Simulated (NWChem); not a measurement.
All runs are NWChem calculations. System: F3In, charge 1, spin multiplicity 2, at the geometry of a parent with another charge or spin, in a state set for the comparison that need not be this species' ground state. Its SCF solution wasn't tested for a lower state. Level: UPBE/x2c-SVPall-2c, scalar ZORA.

The NWChem input:

```
start mol
memory heap 200 mb stack 900 mb global 1100 mb
charge 1
geometry units angstroms nocenter noautoz noautosym
  In     0.000000     0.000000     0.000047
  F      0.000000     0.000000     1.935126
  F     -1.675728     0.000000    -0.967691
  F      1.675728     0.000000    -0.967691
end
basis spherical
  * library x2c-svpall-2c
end
relativistic
  zora on
end
dft
  xc xpbe96 cpbe96
  odft
  mult 2
  semidirect memsize 60000000 filesize 0
  iterations 100
  grid fine
end
task dft energy
```

NWChem printed:

```
             Northwest Computational Chemistry Package (NWChem) 7.3.0
             --------------------------------------------------------

                                NWChem Input Module
                                -------------------

 Scaling coordinates for geometry "geometry" by  1.889725989
 (inverse scale =  0.529177249)

                             Geometry "geometry" -> ""
                             -------------------------

 Output coordinates in angstroms (scale by  1.889725989 to convert to a.u.)

  No.       Tag          Charge          X              Y              Z
 ---- ---------------- ---------- -------------- -------------- --------------
    1 In                  49.0000     0.00000000     0.00000000     0.00004700
    2 F                    9.0000     0.00000000     0.00000000     1.93512600
    3 F                    9.0000    -1.67572800     0.00000000    -0.96769100
    4 F                    9.0000     1.67572800     0.00000000    -0.96769100

 Effective nuclear repulsion energy (a.u.)     400.1591340937

            Nuclear Dipole moment (a.u.)
            ----------------------------
        X                 Y               Z
 ---------------- ---------------- ----------------
     0.0000000000     0.0000000000    -0.0000018897


 Summary of "ao basis" -> "" (spherical)
 ------------------------------------------------------------------------------
       Tag                 Description            Shells   Functions and Types
 ---------------- ------------------------------  ------  ---------------------
 *                       x2c-svpall-2c                on all atoms

  pbe96 is a nonlocal functional; adding pw91lda local functional.

                                 NWChem DFT Module
                                 -----------------

 Summary of "ao basis" -> "ao basis" (spherical)
 ------------------------------------------------------------------------------
       Tag                 Description            Shells   Functions and Types
 ---------------- ------------------------------  ------  ---------------------
 In                      x2c-svpall-2c              18       50   6s8p4d
 F                       x2c-svpall-2c               6       14   3s2p1d

 Summary of "ao basis" -> "ao basis" (spherical)
 ------------------------------------------------------------------------------
       Tag                 Description            Shells   Functions and Types
 ---------------- ------------------------------  ------  ---------------------
 In                      x2c-svpall-2c              18       50   6s8p4d
 F                       x2c-svpall-2c               6       14   3s2p1d

            General Information
            -------------------
          SCF calculation type: DFT
          Wavefunction type:  spin polarized.
          No. of atoms     :     4
          No. of electrons :    75
           Alpha electrons :    38
            Beta electrons :    37
          Charge           :     1
          Spin multiplicity:     2
          Use of symmetry is: off; symmetry adaption is: off
          Maximum number of iterations: 100
          AO basis - number of functions:    92
                     number of shells:    36
          Convergence on energy requested:  1.00D-06
          Convergence on density requested:  1.00D-05
          Convergence on gradient requested:  5.00D-04

              XC Information
              --------------
          PerdewBurkeErnzerhof Exchange Functional  1.000
            Perdew 1991 LDA Correlation Functional  1.000 local
           PerdewBurkeErnz. Correlation Functional  1.000 non-local

             Grid Information
             ----------------
          Grid used for XC integration:  fine
          Radial quadrature: Mura-Knowles
          Angular quadrature: Lebedev.
          Tag              B.-S. Rad. Rad. Pts. Rad. Cut. Ang. Pts.
          ---              ---------- --------- --------- ---------
          In                  1.55      141           7.0       974
          F                   0.50       70           8.0       590
          Grid pruning is: on
          Number of quadrature shells:   351
          Spatial weights used:  Erf1

          Convergence Information
          -----------------------
          Convergence aids based upon iterative change in
          total energy or number of iterations.
          Levelshifting, if invoked, occurs when the
          HOMO/LUMO gap drops below (HL_TOL):  1.00D-02
          DIIS, if invoked, will attempt to extrapolate
          using up to (NFOCK): 10 stored Fock matrices.

                    Damping( 0%)  Levelshifting(0.5)       DIIS
                  --------------- ------------------- ---------------
          dE  on:    start            ASAP                start
          dE off:    2 iters        100 iters           100 iters

      Screening Tolerance Information
      -------------------------------
          Density screening/tol_rho:  1.00D-10
          AO Gaussian exp screening on grid/accAOfunc:  14
          CD Gaussian exp screening on grid/accCDfunc:  20
          XC Gaussian exp screening on grid/accXCfunc:  20
          Schwarz screening/accCoul:  1.00D-08

 dft: using ZORA

      Superposition of Atomic Density Guess
      -------------------------------------

 Sum of atomic energies:       -5922.68726555
          Performing ZORA calculations
          ----------------------------

       Generating atomic ZORA corrections
       ----------------------------------

 In dft_scf:: zora:Knucl= F

 Grid integrated density:      76.000002266857
[...]
    69     -0.340078  3 F  py                72     -0.221566  3 F  py
    83     -0.218636  4 F  py                86     -0.142452  4 F  py
    37     -0.131929  1 In d -1              42      0.070120  1 In d -1
    32      0.045495  1 In d -1

 Vector   38  Occ=1.000000D+00  E=-6.124479D-01
              MO Center=  2.5D-01, -1.8D-07, -9.2D-01, r^2= 3.2D+00
   Bfn.  Coefficient  Atom+Function         Bfn.  Coefficient  Atom+Function
  ----- ------------  ---------------      ----- ------------  ---------------
    83      0.513825  4 F  py                69     -0.440552  3 F  py
    86      0.334826  4 F  py                72     -0.287048  3 F  py
    36     -0.131817  1 In d -2              41      0.069840  1 In d -2
    55     -0.068463  2 F  py                31      0.045459  1 In d -2
    58     -0.044615  2 F  py

 Vector   39  Occ=0.000000D+00  E=-4.177763D-01
              MO Center=  1.2D-04, -5.8D-07, -1.6D-02, r^2= 2.9D+00
   Bfn.  Coefficient  Atom+Function         Bfn.  Coefficient  Atom+Function
  ----- ------------  ---------------      ----- ------------  ---------------
     5      0.983486  1 In s                  4     -0.561066  1 In s
    56      0.262484  2 F  pz                 6      0.238825  1 In s
    68     -0.223125  3 F  px                82      0.223224  4 F  px
    59      0.209712  2 F  pz                71     -0.176364  3 F  px
    85      0.176427  4 F  px                67     -0.155596  3 F  s

 Vector   40  Occ=0.000000D+00  E=-3.111248D-01
              MO Center=  2.5D-05,  5.2D-07, -8.0D-04, r^2= 3.3D+00
   Bfn.  Coefficient  Atom+Function         Bfn.  Coefficient  Atom+Function
  ----- ------------  ---------------      ----- ------------  ---------------
    23      0.598558  1 In py                20      0.581784  1 In py
    14     -0.410797  1 In py                11      0.177983  1 In py
    55     -0.156354  2 F  py                69     -0.156575  3 F  py
    83     -0.156655  4 F  py                58     -0.114345  2 F  py
    72     -0.114691  3 F  py                86     -0.114756  4 F  py

 Vector   41  Occ=0.000000D+00  E=-2.075092D-01
              MO Center= -1.4D-04, -2.5D-07, -2.7D-01, r^2= 4.2D+00
   Bfn.  Coefficient  Atom+Function         Bfn.  Coefficient  Atom+Function
  ----- ------------  ---------------      ----- ------------  ---------------
    24      0.869074  1 In pz                21      0.421558  1 In pz
    15     -0.321459  1 In pz                53     -0.269972  2 F  s
    56      0.157768  2 F  pz                43     -0.148685  1 In d  0
    52     -0.145425  2 F  s                 68      0.139864  3 F  px
    82     -0.139951  4 F  px                67      0.132427  3 F  s

                     DFT Final Beta Molecular Orbital Analysis
                     -----------------------------------------

 Vector   35  Occ=1.000000D+00  E=-6.032108D-01
              MO Center=  1.5D-01, -2.3D-07, -9.4D-01, r^2= 3.2D+00
   Bfn.  Coefficient  Atom+Function         Bfn.  Coefficient  Atom+Function
  ----- ------------  ---------------      ----- ------------  ---------------
    83     -0.499456  4 F  py                69      0.455526  3 F  py
    86     -0.328639  4 F  py                72      0.299721  3 F  py
    36      0.132711  1 In d -2              41     -0.073126  1 In d -2
    31     -0.045738  1 In d -2              55      0.040526  2 F  py
    58      0.026660  2 F  py

 Vector   36  Occ=1.000000D+00  E=-5.998572D-01
              MO Center= -5.0D-02, -1.0D-07, -6.8D-01, r^2= 3.6D+00
   Bfn.  Coefficient  Atom+Function         Bfn.  Coefficient  Atom+Function
  ----- ------------  ---------------      ----- ------------  ---------------
    70      0.441076  3 F  pz                84      0.426608  4 F  pz
    73      0.280049  3 F  pz                87      0.269923  4 F  pz
    56      0.211697  2 F  pz                38      0.178356  1 In d  0
    68     -0.131414  3 F  px                59      0.127900  2 F  pz
    82      0.125771  4 F  px                40     -0.102873  1 In d  2

 Vector   37  Occ=1.000000D+00  E=-5.990077D-01
              MO Center=  5.4D-02, -2.6D-08,  6.2D-01, r^2= 3.8D+00
   Bfn.  Coefficient  Atom+Function         Bfn.  Coefficient  Atom+Function
  ----- ------------  ---------------      ----- ------------  ---------------
    54      0.502281  2 F  px                57      0.343694  2 F  px
    84     -0.306361  4 F  pz                70      0.283532  3 F  pz
    87     -0.212981  4 F  pz                73      0.198520  3 F  pz
    82     -0.134780  4 F  px                68     -0.128007  3 F  px
    85     -0.099314  4 F  px                71     -0.094782  3 F  px

 Vector   38  Occ=0.000000D+00  E=-5.974305D-01
              MO Center= -2.5D-03,  2.5D-07,  4.4D-02, r^2= 4.1D+00
   Bfn.  Coefficient  Atom+Function         Bfn.  Coefficient  Atom+Function
  ----- ------------  ---------------      ----- ------------  ---------------
    54      0.394241  2 F  px                68      0.336817  3 F  px
    82      0.336884  4 F  px                57      0.248014  2 F  px
    71      0.215107  3 F  px                85      0.215128  4 F  px
    39      0.206702  1 In d  1              70     -0.189681  3 F  pz
    84      0.187741  4 F  pz                73     -0.128479  3 F  pz

 Vector   39  Occ=0.000000D+00  E=-4.122120D-01
              MO Center=  8.6D-05, -1.7D-07, -4.4D-03, r^2= 2.9D+00
   Bfn.  Coefficient  Atom+Function         Bfn.  Coefficient  Atom+Function
  ----- ------------  ---------------      ----- ------------  ---------------
     5      0.960838  1 In s                  4     -0.549221  1 In s
    56      0.266725  2 F  pz                 6      0.248905  1 In s
    68     -0.235007  3 F  px                82      0.235108  4 F  px
    59      0.213170  2 F  pz                71     -0.189016  3 F  px
    85      0.189084  4 F  px                53     -0.155898  2 F  s

 Vector   40  Occ=0.000000D+00  E=-3.112666D-01
              MO Center=  1.2D-05,  2.4D-07, -2.2D-03, r^2= 3.3D+00
   Bfn.  Coefficient  Atom+Function         Bfn.  Coefficient  Atom+Function
  ----- ------------  ---------------      ----- ------------  ---------------
    23      0.596060  1 In py                20      0.582466  1 In py
    14     -0.410599  1 In py                11      0.178303  1 In py
    55     -0.159336  2 F  py                69     -0.159887  3 F  py
    83     -0.159956  4 F  py                72     -0.118612  3 F  py
    86     -0.118661  4 F  py                58     -0.117749  2 F  py

   alpha - beta orbital overlaps
   -----------------------------

   alpha      1      2      3      4      5      6      7      8      9     10
    beta      1      2      3      4      5      6      8      7      9     10
 overlap   1.000  1.000  1.000  1.000  1.000  1.000  0.894  0.871  0.975  1.000

   alpha     11     12     13     14     15     16     17     18     19     20
    beta     11     12     13     14     15     17     16     18     19     20
 overlap   1.000  1.000  1.000  1.000  1.000  1.000  1.000  1.000  1.000  1.000

   alpha     21     22     23     24     25     26     27     28     29     30
    beta     21     22     23     24     25     26     27     28     29     30
 overlap   1.000  0.997  0.922  0.925  1.000  1.000  1.000  1.000  1.000  0.983

   alpha     31     32     33     34     35     36     37     38     39     40
    beta     32     31     38     37     33     36     34     35     39     40
 overlap   0.951  0.922  0.998  0.923  1.000  0.962  0.999  0.999  0.999  1.000

   alpha     41     42     43     44     45     46     47     48     49     50
    beta     41     42     43     44     45     46     47     48     49     51
 overlap   1.000  1.000  1.000  1.000  1.000  1.000  0.937  0.937  1.000  1.000

   alpha     51     52     53     54     55     56     57     58     59     60
    beta     50     52     53     54     55     56     58     57     59     60
 overlap   1.000  0.998  1.000  0.991  0.992  0.992  0.996  0.992  0.997  0.996

   alpha     61     62     63     64     65     66     67     68     69     70
    beta     61     62     63     64     66     71     65     69     70     68
 overlap   1.000  0.996  0.996  0.969  0.961  0.833  0.772  0.955  0.946  0.829

   alpha     71     72     73     74     75     76     77     78     79     80
    beta     67     73     74     72     76     75     77     78     79     80
 overlap   0.809  0.948  0.860  0.970  0.859  0.982  0.987  0.984  1.000  1.000

   alpha     81     82     83     84     85     86     87     88     89     90
    beta     81     82     83     84     86     85     87     88     89     90
 overlap   1.000  1.000  1.000  1.000  1.000  1.000  1.000  1.000  1.000  1.000

   alpha     91     92
    beta     91     92
 overlap   1.000  1.000

     --------------------------
     Expectation value of S2:
     --------------------------
      <S2> =      0.7536 (Exact =     0.7500)

 center of mass
 --------------
 x =   0.00000000 y =   0.00000000 z =   0.00000590

 moments of inertia (a.u.)
 ------------------
         381.120893596431           0.000000000000           0.000000000000
           0.000000000000         762.144380651749           0.000000000000
           0.000000000000           0.000000000000         381.023487055318

     Multipole analysis of the density
     ---------------------------------

     L   x y z        total         alpha         beta         nuclear
     -   - - -        -----         -----         ----         -------
     0   0 0 0      1.000000    -38.000000    -37.000000     76.000000

     1   1 0 0     -0.003430      0.000679     -0.004108      0.000000
     1   0 1 0      0.000000     -0.000000      0.000001      0.000000
     1   0 0 1      0.072002     -0.010786      0.082790     -0.000002

     2   2 0 0    -25.569876   -106.865312    -99.204574    180.500010
     2   1 1 0     -0.000000     -0.000000     -0.000000      0.000000
     2   1 0 1      0.003856     -0.001438      0.005293      0.000000
     2   0 2 0    -22.780893    -11.466234    -11.314658      0.000000
     2   0 1 1      0.000003      0.000001      0.000002      0.000000
     2   0 0 2    -26.014213   -106.792482    -99.767884    180.546153

 Task  times  cpu:       53.6s     wall:       53.6s

 Total times  cpu:       53.6s     wall:       53.6s
```
